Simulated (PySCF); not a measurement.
C3H5NSi2, SMILES C#CC1=N[SiH2][SiH2]1. Geometry: PBE-D3(BJ)/def2-SVP. The structure was generated by enumeration, and PubChem lists no compound with its InChIKey, so it may never have been made.

Level of theory: PBE-D3(BJ)/def2-SVP (PySCF).

Harmonic wavenumbers (cm⁻¹): 86, 136, 203, 337, 379, 402, 436, 455, 547, 582, 621, 629, 642, 671, 686, 730, 791, 885, 909, 1081, 1508, 2126, 2130, 2150, 2158, 2170, 3401. Rotational constants (GHz): 4.778, 1.563, 1.212; symmetry number 1.

Work out the zero-point energy and the ideal-gas rigid-rotor harmonic-oscillator thermochemistry at 298.15 K and 1 atm.

ZPE = ½ Σ hcν = ½ × 26849 cm⁻¹ = 38.38 kcal/mol. H − E(el) = 43.83 kcal/mol. Entropy in cal/(mol K): translation 40.04, rotation 27.96, vibration 17.32, total 85.32. G − E(el) = 18.39 kcal/mol. Cp = 30.70 cal/(mol K). Modes under 150 cm⁻¹ make the vibrational entropy uncertain.
